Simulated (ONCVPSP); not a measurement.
Pseudopotentials across the periodic table

Generated with ld1.x 7.5 (TM, RRKJ, ultrasoft, PAW), atompaw 4.2 or ONCVPSP 4.0.1. The cutoff is in Ry: for ld1.x and atompaw files where the sum of valence levels is converged to 10 mRy in a Bessel basis, for ONCV files where the hardest occupied wave has 1 mHa per electron of residual kinetic energy. The error is the largest all-electron minus pseudo excitation energy over each file’s own four to seven test configurations (ionisations up to +4, promotions, holes and added fractions of an electron), all of which were solved. The labels leave out finer settings (local radius, basis sizes, second energies), which also bear on the numbers. Spin-polarised tests are not counted. The rows are a selection from randomly drawn settings: files with unsolved tests, undetermined cutoffs or missed reference levels are left out.

```tsv
element	potential	cutoff (Ry)	largest error (meV)	bound ghosts
Ne	ONCV, PBEsol, non-relativistic, rc 0.65/1.15 (sp), local smoothed, core correction no, reference 2s2 2p6, qcut 9.7/14.5, projectors 1/2	317	+411	none
Ne	ONCV, Wu-Cohen, scalar-relativistic, rc 0.70/0.70 (sp), local p, core correction yes, reference 2s2 2p4, qcut 11.3/11.1, projectors 2/0	686	+43	none
Cl	ONCV, PBE, scalar-relativistic, rc 0.85/0.55/0.65 (spd), local smoothed, core correction yes, reference 2s2 2p6 3s2 3p5, qcut 14.5/23.8/13.8, projectors 2/3/2	481	+207	none
Cu	ONCV, PBE, scalar-relativistic, rc 1.28/0.90/1.38 (spd), local smoothed, core correction yes, reference 3s2 3p6 3d10 4s0.5, qcut 9.2/19.8/14.1, projectors 2/1/2	185	+18	none
```

(1) Fill in the row for Fe: ONCV, BLYP, scalar-relativistic, rc 1.30/1.05/1.05 (spd), local smoothed, core correction no, reference 3s2 3p6 3d6 4s2, qcut 8.9/13/12.3, projectors 2/2/3.

(2) Fill in the row for Co: ONCV, PBE, scalar-relativistic, rc 1.55/1.25/1.15 (spd), local smoothed, core correction no, reference 3s2 3p6 3d7 4s2, qcut 9.2/13.6/16.3, projectors 2/2/2.

(3) Fill in the row for Rb: ONCV, PBEsol, scalar-relativistic, rc 2.00/1.95/1.85/1.90 (spdf), local smoothed, core correction yes, reference 4s2 4p6 5s1, qcut 5/6.4/6.1/5.6, projectors 2/2/2/2.

## Answers

(1) cutoff 131 Ry, largest error -5.3 meV, bound ghosts: none.

(2) cutoff 173 Ry, largest error +10 meV, bound ghosts: none.

(3) cutoff 28 Ry, largest error -3.3 meV, bound ghosts: none.
